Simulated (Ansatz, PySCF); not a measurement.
Breaking the C3–H4 bond in CH5BSe (SMILES CB[SeH]) (multiplicity 1 held, fragments rigid). Energies count from the point at 1.096 Å.
Geometry at that point (charge 0, multiplicity 1):
```xyz
8

B     -0.153    -0.553     1.063
H     -1.132    -0.589     1.735
C      1.169    -1.264     1.482
H      0.979    -2.333     1.632
H      1.494    -0.888     2.458
H      2.000    -1.161     0.783
Se    -0.234     0.425    -0.598
H     -1.635     0.865    -0.493
```

R- and RO- levels are restricted; in cc, def2 and unpolarised 6-31G sets they are followed outwards from rest. Active spaces are followed from a long bond inwards. Left out are points that failed, MP2 points in a non-variational dive below the minimum, coupled-cluster points behind a sign of a changed root (a jump of the amplitudes, or a one-step jump against full CI or MRCI), small-basis points behind a change of solution, and semi-empirical points at long bonds. Curves can end on different states.

Frozen-core correlation. Filled d and f shells under p-block atoms count as core. Rows in LANL2DZ carry no dispersion term and start afresh at each structure. LANL2DZ brings its own core potentials from Na on.

Programs: Ansatz (Gaussian basis) for Hartree–Fock, density functionals and correlated methods; PySCF for LANL2DZ rows. 

Energies in kcal/mol.

```csv
R (Å),R-PBE/cc-pVTZ,R-B3LYP/LANL2DZ,R-CCSD/cc-pVTZ,"FIC-MRCISD+Q on CASSCF(2,2)/cc-pVTZ"
0.877,29.2,30.3,28.0,28.1
0.986,6.1,6.3,5.4,5.5
1.096,0.0,0.0,0.0,0.0
1.205,3.0,3.3,3.8,3.7
1.315,10.8,11.5,12.3,12.1
1.479,26.3,27.8,28.9,28.3
1.644,42.7,45.1,46.2,45.1
1.918,67.5,71.6,71.9,69.4
2.192,87.6,93.5,91.7,87.0
2.521,105.4,113.5,107.7,99.9
2.959,121.0,131.8,119.3,107.4
3.507,132.1,left out,125.3,110.1
```

Doubts at one or more of the structures used: a restricted determinant that unrestricted orbitals would lower (R-PBE/cc-pVTZ, R-CCSD/cc-pVTZ); other coupled-cluster roots lie near (R-CCSD/cc-pVTZ); T1 above 0.05 (R-CCSD/cc-pVTZ).

Ansatz is a quantum-chemistry and plane-wave program.
